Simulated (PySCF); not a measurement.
Choosing a molecule for a target property.

Each SMILES stands for a single optimised conformer of the isolated species, non-relativistic unless stated. Electronic properties by PySCF.

Dipoles, sizes and rotational constants follow the conformer. The torsions of the flexible species, by atom-mapped SMILES:
- `[CH3:1][P:2]([CH2:3][PH2:4])[c:5]1[cH:6][cH:7][n:8][cH:9][cH:10]1`: C1–P2–C3–P4 -178°, C1–P2–C5–C6 70°, H–P4–C3–P2 -28°, H–P4–C3–P2 64°
- `[F:1][CH2:2][C:3]1=[CH:4][CH2:5][CH:6]=[CH:7][CH:8]=[CH:9]1`: F1–C2–C3–C4 9°
- `[CH3:1][CH2:2][n:3]1[cH:4][p:5][c:6]([C:7]#[N:8])[cH:9]1`: C1–C2–N3–C4 87°
- `[CH3:1][S:2]/[C:3](=[CH:4]/[F:5])[C@@H:6]([CH3:7])[CH2:8][OH:9]`: C1–S2–C3–C4 -12°, S2–C3–C6–C7 126°, C3–C6–C8–O9 55°, H–O9–C8–C6 55°
- `[CH3:1][SiH2:2][CH2:3][C@H:4]([CH3:5])[CH2:6][SH:7]`: C1–Si2–C3–C4 -48°, Si2–C3–C4–C5 -63°, C3–C4–C6–S7 -173°, H–S7–C6–C4 61°

Question: Wanted: HOMO energy between -7 eV and -6.4 eV (PBE0/pcSseg-1) and dipole moment above 1.6 D (PBE0/pcSseg-1), at GFN2-xTB geometries. Which candidate meets both?
A. `c1c(ccnc1)P(C)CP`
B. `C1CC=C(CF)C=CC=1`
C. `CS/C(=C/F)[C@@H](C)CO`
D. `CCn1cpc(C#N)c1`

Answer: A. Computed values:
```csv
species,HOMO energy,dipole moment
CCn1cpc(C#N)c1,-7.07 eV,7.79 D
c1c(ccnc1)P(C)CP,-6.96 eV,2.58 D
C1CC=C(CF)C=CC=1,-6.68 eV,1.50 D
CS/C(=C/F)[C@@H](C)CO,-6.10 eV,1.68 D
```

Question: Wanted: smallest rotational constant below 0.8 GHz (GFN2-xTB) and HOMO–LUMO gap above 6.3 eV (PBE0/pcSseg-1), at GFN2-xTB geometries. Which candidate meets both?
A. `C([C@H](C[SiH2]C)C)S`
B. `FCC1=CCC=CC=C1`
C. `c1n(CC)cc(C#N)p1`
D. `CP(CP)c1ccncc1`
E. `CS/C(=C/F)[C@@H](C)CO`

Answer: A. Computed values:
```
              species  smallest rotational constant  HOMO–LUMO gap
       CP(CP)c1ccncc1                     0.506 GHz        5.91 eV
 C([C@H](C[SiH2]C)C)S                     0.663 GHz        7.38 eV
     c1n(CC)cc(C#N)p1                     0.726 GHz        6.05 eV
CS/C(=C/F)[C@@H](C)CO                     0.853 GHz        6.49 eV
       FCC1=CCC=CC=C1                     0.942 GHz        5.73 eV
```
